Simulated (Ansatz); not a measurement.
Frontier orbitals of C₄H₁₀SeZn, SMILES `[CH3][Zn][Se]C(C)C`.

Charge 0, multiplicity 1. For Zn the d shell is correlated and the shells below it are frozen. Correlated methods include outer-core shells of Se, which these sets cover unevenly. Scalar relativity is left out up to krypton. Geometry: relaxed with PBE0-D4/def2-TZVP. It is one conformer, not always the lowest. Basis def2-TZVPP, the Gaussian-basis code of Ansatz.

| functional | HOMO (eV) | LUMO (eV) | gap (eV) |
| --- | --- | --- | --- |
| LDA (SPW92) | -5.32 | -1.71 | 3.61 |
| PBE | -5.16 | -1.44 | 3.72 |
| B97M-V | -5.47 | -1.36 | 4.11 |
| PBE0 | -6.23 | -0.65 | 5.58 |
| B3LYP | -6.00 | -0.87 | 5.13 |
| r2SCAN0 | -6.39 | -0.51 | 5.88 |
| HSE06 (plane-wave form) | -5.84 | -1.01 | 4.83 |
| LC-ωPBE | -8.82 | 1.33 | 10.15 |
| ωB97M-V | -8.38 | 0.90 | 9.28 |

Against PBE, PBE0 changes HOMO and LUMO by −1.08 and +0.79 eV, ωB97M-V by −3.23 and +2.33 eV. A gap of 3.72 eV thus becomes 9.28 eV for the same molecule, so an orbital gap means little without its functional. A positive LUMO is unbound and depends on the basis.

B3LYP here is the variant with VWN-RPA as its local correlation; programs differ in this. LC-ωPBE has ω = 0.4 bohr⁻¹.
